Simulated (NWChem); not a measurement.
# BiCl2F; SMILES [F][Bi]([Cl])[Cl]

```xyz
4

Bi    -0.3248     0.1727     0.0000
F     -1.1483    -1.7072     0.0000
Cl     1.2385    -0.1207     1.9015
Cl     1.2385    -0.1207    -1.9015
```
Atoms are numbered in this order, from 1.

Level: PBE-D3(BJ)/def2-SVP with def2 effective core potentials on Bi (NWChem), optimised geometry, unscaled harmonic frequencies. def2 effective core potentials on Bi; no spin-orbit coupling.

| frequency (cm⁻¹) | IR intensity (km/mol) |
|---|---|
| 96 | 1.4 |
| 132 | 3.9 |
| 136 | 7.2 |
| 328 | 57.9 |
| 337 | 24.6 |
| 563 | 50.5 |

| Item | Value |
|---|---|
| zero-point energy | 2.3 kcal/mol |
| thermal correction to the enthalpy at 298.15 K (with zero-point energy) | 6.5 kcal/mol |
| heat capacity Cv | 16.1 cal/(mol K) |
| entropy at 298.15 K and 1 atm (symmetry number 1) | 83.9 cal/(mol K) |

Rigid rotor and harmonic oscillator; modes under 100 cm⁻¹ make the entropy uncertain.
